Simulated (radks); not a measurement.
These are the eigenvalues of the occupied orbitals of an atom or ion with whole-number occupations (hartree). All-electron calculation, Dirac Kohn-Sham, BP86, spin-unpolarised, spherical densities, finite nucleus; Fermi nuclear charge, rms radius of each element as measured or else 0.836 A^(1/3) + 0.57 fm. Program: a radial shooting solver on a logarithmic mesh with Libxc functionals.

1s1/2: -3050.745
2s1/2: -540.5495
2p1/2: -518.8353
2p3/2: -447.2381
3s1/2: -128.5214
3p1/2: -118.6945
3p3/2: -102.8372
3d3/2: -86.49317
3d5/2: -83.09562
4s1/2: -28.51705
4p1/2: -24.29565
4p3/2: -20.46670
4d3/2: -13.55013
4d5/2: -12.83632
5s1/2: -4.66941
4f5/2: -3.93909
4f7/2: -3.78499
5p1/2: -3.27578
5p3/2: -2.60398
5d3/2: -0.73939
5d5/2: -0.67055
6s1/2: -0.54726

Which element is it, and in what charge state? The configuration may be excited. Open shells, if any, fill j = l - 1/2 first.

Answer. Z = 80, mercury, charge +1: Hg+ in [Xe] 4f14 5d10 6s1. The list shows which subshells hold electrons but not how many an open one holds; the 1s level, -3050.7 hartree, gives Z - s = 78.1 by -(Z - s)^2/2, which with screening and relativity narrows Z to a few neighbours, and the depths of the outer levels then fix element, charge and occupations together.
